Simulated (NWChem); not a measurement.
Molecule: C4H3FS; SMILES Fc1cccs1

```xyz
9

F     -0.0725    -2.1372     0.0000
C     -0.2154    -0.8101     0.0000
C     -1.3793    -0.1061     0.0000
C     -1.1253     1.3043     0.0000
C      0.2029     1.6193     0.0000
S      1.2101     0.1945     0.0000
H     -2.3581    -0.5696     0.0000
H     -1.9117     2.0510     0.0000
H      0.6638     2.5974     0.0000
```
Atoms are numbered in this order, from 1.

Program: NWChem. Pople sets run with spherical d functions. STO-3G and 3-21G are far too small for this property and stand as cheap habits. Structure relaxed at the B3LYP/6-31G* (spherical d) level. Vertical excitations in the gas phase; the lowest state need not have the same character in each row.

```csv
level,basis functions,"lowest excitation, singlet (eV)",oscillator strength of that lowest state,orbital gap (eV)
"Hartree-Fock/3-21G, CIS",64,6.59,0.123,12.57
"Hartree-Fock/6-31G*, CIS",94,6.34,___,12.42
"Hartree-Fock/6-31+G*, CIS",118,6.14,0.108,11.07
"Hartree-Fock/def2-SVP, CIS",103,6.35,0.120,12.38
```

Fill in the missing entries.


- Hartree-Fock/6-31G*, CIS, oscillator strength of that lowest state: 0.113
